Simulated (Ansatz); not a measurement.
Reactions of ClFH4SSi2, SMILES `F[SiH2]S[SiH2]Cl`.

Isolated molecules relaxed with PBE0-D4/def2-TZVP in Ansatz; ΔE leaves out vibrations. CCSD(T)/CBS is the MP2 limit (def2-TZVPP, def2-QZVPP) plus CCSD(T) − MP2 in def2-TZVPP, frozen cores. This one scheme is used for every species. Functionals use def2-TZVPP. For Ge outer-core shells are correlated without core-valence functions, which leaves a few kJ/mol of doubt a bond. Scalar relativity is left out up to krypton. Each species was taken in one conformer, which may not be the lowest.

| reaction | PBE0-D4 (kJ/mol) | r2SCAN-D4 (kJ/mol) |
| --- | --- | --- |
| `F[SiH2]S[SiH2]Cl` + HCl → `Cl[SiH2]S[SiH2]Cl` + H–F | 31 | 41 |
| `F[SiH2]S[SiH2]Cl` + `CO[SiH](C)C` → `CO[SiH](F)S[SiH2]Cl` + `C[SiH2]C` | -16 | -17 |
| `F[SiH2]S[SiH2]Cl` + `N=C(N)S` → `N=C(S)N[SiH2]F` + `S[SiH2]Cl` | 8 | 5 |
| `F[SiH2]S[SiH2]Cl` + CH₄ → `C[SiH2]S[SiH2]Cl` + H–F | 132 | 145 |
| `F[SiH2]S[SiH2]Cl` + H₂O → `O[SiH2]S[SiH2]Cl` + H–F | 33 | 37 |
| `F[SiH2]S[SiH2]Cl` + `BC(F)CC` → `BC(F)[SiH2]F` + `CCS[SiH2]Cl` | 81 | 80 |
| `F[SiH2]S[SiH2]Cl` + `CO[SiH2]S` → `CO[SiH2]S[SiH2]F` + `S[SiH2]Cl` | -2 | -3 |
| `F[SiH2]S[SiH2]Cl` + CH₃OH → `CO[SiH2]S[SiH2]Cl` + H–F | 36 | 41 |
| `F[SiH2]S[SiH2]Cl` + `C[CH2][GeH]([F])[Cl]` → `F[SiH2][GeH]([F])[Cl]` + `CCS[SiH2]Cl` | 110 | 114 |
| `F[SiH2]S[SiH2]Cl` + `F[Si](F)(Cl)O[SiH3]` → `F[Si](F)(Cl)O[SiH2]Cl` + `F[SiH2]S[SiH3]` | -9 | -10 |

Problem. Give the CCSD(T)/CBS values in the same order. (Estimate.)

Solution. Ansatz gave: 37, -16, 0, 138, 36, 85, -2, 35, 119, -9 kJ/mol.

Largest T1 diagnostic: 0.014, for `N=C(N)S`.
